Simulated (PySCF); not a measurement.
# ²⁹Si chemical shifts

- NMR shieldings at PBE0/pcSseg-1/GIAO
- coordinates at the GFN2-xTB level
- program: PySCF 2.14
- no solvent, one conformer, no relativistic terms, averaged over atoms made equivalent by symmetry, fast rotation or ring inversion

Shieldings were converted by a linear fit to measured shifts: ²⁹Si (scatter 8.9 ppm rms, 25.8 ppm with the 6 outliers that the fit left out vs TMS, solution or neat liquid). Occasional misses reach two or three times the rms, and more in compound classes unlike the fitted ones.

**Question.** Give the ²⁹Si shifts of `CC[Si@H](N)[SiH2]P`, `CC#C[Si@H](N)C(=O)C[SiH3]`, `CC[Si@H](P)N[SiH3]`, `CC(C)S[SiH2]C(F)(F)F`, `C#C[Si@@H]([SiH2]N)[C@@H](C)C=O`, `C[SiH2][SiH2]F`.

**Answer.** 
```
                                                           compound                         environment  δ (ppm)
                     [CH3:1][CH2:2][Si@H:3]([NH2:4])[SiH2:5][PH2:6]  Si3: silicon bonded to C, N, Si, H    -18.4
                     [CH3:1][CH2:2][Si@H:3]([NH2:4])[SiH2:5][PH2:6]   Si5: silicon bonded to P, Si, 2 H    -88.2
    [CH3:1][C:2]#[C:3][Si@H:4]([NH2:5])[C:6](=[O:7])[CH2:8][SiH3:9]       Si9: silicon bonded to C, 3 H    -62.5
    [CH3:1][C:2]#[C:3][Si@H:4]([NH2:5])[C:6](=[O:7])[CH2:8][SiH3:9]    Si4: silicon bonded to 2 C, N, H    -67.9
                      [CH3:1][CH2:2][Si@H:3]([PH2:4])[NH:5][SiH3:6]   Si3: silicon bonded to C, N, P, H    -12.9
                      [CH3:1][CH2:2][Si@H:3]([PH2:4])[NH:5][SiH3:6]       Si6: silicon bonded to N, 3 H    -54.6
                                               CC(C)S[SiH2]C(F)(F)F         silicon bonded to C, S, 2 H    -42.4
[CH:1]#[C:2][Si@@H:3]([SiH2:4][NH2:5])[C@@H:6]([CH3:7])[CH:8]=[O:9]   Si4: silicon bonded to N, Si, 2 H    -54.2
[CH:1]#[C:2][Si@@H:3]([SiH2:4][NH2:5])[C@@H:6]([CH3:7])[CH:8]=[O:9]   Si3: silicon bonded to 2 C, Si, H    -63.5
                                       [CH3:1][SiH2:2][SiH2:3][F:4]   Si3: silicon bonded to F, Si, 2 H      1.8
                                       [CH3:1][SiH2:2][SiH2:3][F:4]   Si2: silicon bonded to C, Si, 2 H    -74.6
```
